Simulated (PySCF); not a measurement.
C3H6BClO, SMILES C=CCB(O)Cl.

Geometry optimised at B3LYP-D3(BJ)/def2-SVP. The values are those of a single conformer.

Two levels are set side by side: TDA-PBE/def2-SVPD (PySCF) and TDA-LC-ωPBE/def2-SVPD (PySCF). Vertical, same geometry. The lowest singlet is HOMO→LUMO 76 %, HOMO→LUMO+2 23 % with PBE and HOMO→LUMO+1 65 %, HOMO−1→LUMO+1 11 % with the other functional; states are paired by order. Differences are taken from unrounded values.

```csv
quantity,TDA-LC-ωPBE,TDA-PBE,TDA-PBE minus TDA-LC-ωPBE
lowest singlet excitation (eV),7.03,5.30,-1.73
lowest triplet excitation (TDA) (eV),4.15,4.30,0.15
first bright state (f over 0.05) (eV),7.03,6.85,-0.18
its oscillator strength,0.10,0.06,-0.04
```

A lower first singlet is the usual sign of a functional without exact exchange. Differences between two approximate levels are no errors against the true value.

Rough cost on one machine, each run with all the roots and properties that it gave: TDA-LC-ωPBE against TDA-PBE about 3 times.
